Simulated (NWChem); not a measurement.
Species: C₂H₅Se, doublet; SMILES CC[Se]

Program: NWChem. Pople sets run with spherical d functions. Spin-unrestricted. In the optimisation the excess spin sits in a" (Cs, its own frame). No stability test was run on the SCF state. Level UHF/6-31G*: optimisations from one semi-empirical or force-field start; each run changes one setting, and all end within 0.3 mHa of each other.

```tsv
setting	optimisation steps
redundant internal coordinates, default thresholds	4
Cartesian coordinates	8
loose thresholds	2
no line search	4
```
